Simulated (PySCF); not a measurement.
Species: C2H4GaO (charge -1).
SMILES: `[CH]1[GaH2-][O]C=1`

Computed, not measured: PBE0-D3(BJ)/def2-SVP geometry optimisation, gas phase (PySCF 2.14.0).

Take the most abundant isotopes and a rigid rotor. 

**Question.** Give the principal moments of inertia and the rotational constants in GHz.

**Answer.** Ia = 45.20, Ib = 109.25, Ic = 147.26 u·Å²; 505379 MHz·u·Å²/I gives 11181, 4626 and 3432 MHz, that is A = 11.181, B = 4.6258, C = 3.4319 GHz.

**Question.** What kind of rotor is it?

**Answer.** An asymmetric top: κ = (2 × 4626 − 11181 − 3432)/(11181 − 3432) = -0.69.

**Question.** Is it planar, by Δ = Ic − Ia − Ib?

**Answer.** Not planar: Δ = Ic − Ia − Ib = -7.19 u·Å². For a rigid frame Δ = −2 Σ m c², so Σ m c² = 3.60 u·Å² lies off the ab plane, practically all of it from hydrogen. The atom farthest from that plane is 1.34 Å away.

**Question.** Give the other two planar moments, Paa and Pbb, and the rms extents of the mass along the axes.

**Answer.** Paa = Σ m a² = (Ib + Ic − Ia)/2 = 105.66 and Pbb = Σ m b² = (Ia + Ic − Ib)/2 = 41.60 u·Å². With the mass M = 112.95 u, the rms extents √(P/M) along a, b and c are 0.97, 0.61, 0.18 Å.

**Question.** Give the coordinates in the principal-axis frame, origin at the centre of mass.

**Answer.** The sense of each axis is arbitrary; atoms in the order of the calculation.
| atom | mass (u) | a (Å) | b (Å) | c (Å) |
| --- | --- | --- | --- | --- |
| C1 | 12.000 | 1.649 | 0.056 | 0.000 |
| C2 | 12.000 | 0.916 | 1.197 | 0.000 |
| Ga3 | 68.926 | -0.691 | 0.012 | 0.000 |
| O4 | 15.995 | 0.989 | -1.099 | 0.000 |
| H5 | 1.008 | 2.762 | -0.018 | 0.001 |
| H6 | 1.008 | 1.347 | 2.203 | 0.000 |
| H7 | 1.008 | -1.556 | -0.253 | -1.336 |
| H8 | 1.008 | -1.559 | -0.248 | 1.335 |

**Question.** List the rotational levels J(Ka,Kc) to J = 5 (MHz).

**Answer.** Above 0(0,0):
J = 1: 1(0,1) 8058, 1(1,1) 14613, 1(1,0) 15807
J = 2: 2(0,2) 24024, 2(1,2) 29534, 2(1,1) 33116, 2(2,1) 52782, 2(2,0) 52931
J = 3: 3(0,3) 47617, 3(1,3) 51829, 3(1,2) 58980, 3(2,2) 76955, 3(2,1) 77683, 3(3,1) 112804, 3(3,0) 112815
J = 4: 4(0,4) 78481, 4(1,4) 81406, 4(1,3) 93264, 4(2,3) 109069, 4(2,2) 111163, 4(3,2) 145300, 4(3,1) 145381, 4(4,1) 195128, 4(4,0) 195129
J = 5: 5(0,5) 116307, 5(1,5) 118169, 5(1,4) 135758, 5(2,4) 149027, 5(2,3) 153577, 5(3,3) 185988, 5(3,2) 186306, 5(4,2) 235746, 5(4,1) 235753, 5(5,1) 299811, 5(5,0) 299811
Those of J = 1 are B + C, A + C and A + B.

**Question.** Predict some low-J microwave lines.

**Answer.** The dipole components (about the centre of mass, as the species is charged) are |μa| = 0.10 D, |μb| = 0.74 D, |μc| = 0.00 D; the mirror of this Cs structure is the ab plane, so μc vanishes by symmetry and there are no c-type lines. The squared components, which scale the intensities, stand as 0.02 : 1.00 (a : b). Some lines, for components of 0.1 D or more:

| type | branch | J(Ka,Kc) | MHz | lower level (cm⁻¹) |
| --- | --- | --- | --- | --- |
| a | Q | 3(1,2) ← 3(1,3) | 7152 | 1.729 |
| b | Q | 1(1,0) ← 1(0,1) | 7749 | 0.269 |
| a | R | 1(0,1) ← 0(0,0) | 8058 | 0.000 |
| b | Q | 2(1,1) ← 2(0,2) | 9092 | 0.801 |
| b | Q | 3(1,2) ← 3(0,3) | 11363 | 1.588 |
| b | R | 3(0,3) ← 2(1,2) | 18083 | 0.985 |
| b | Q | 3(2,1) ← 3(1,2) | 18703 | 1.967 |
| a | R | 4(2,3) ← 3(2,2) | 32114 | 2.567 |
| b | Q | 4(3,1) ← 4(2,2) | 34218 | 3.708 |
| b | Q | 3(3,1) ← 3(2,2) | 35849 | 2.567 |
| b | R | 4(3,2) ← 3(2,1) | 67616 | 2.591 |
| b | R | 4(4,1) ← 3(3,0) | 82313 | 3.763 |

**Question.** Estimate the classical rotational partition function at 100 K, 298.15 K and 500 K.

**Answer.** Point group Cs, symmetry number σ = 1; q = (√π/σ)·√((kT/h)³/(ABC)), k/h = 20836.6 MHz/K: 12700 at 100 K, 65100 at 298.15 K, 141000 at 500 K.

PBE0-D3(BJ)/def2-SVP frequencies: not computed here. Constants of a rigid frame at the computed geometry: no zero-point averaging, no centrifugal distortion. Quadrupole hyperfine structure (69Ga) is left out.
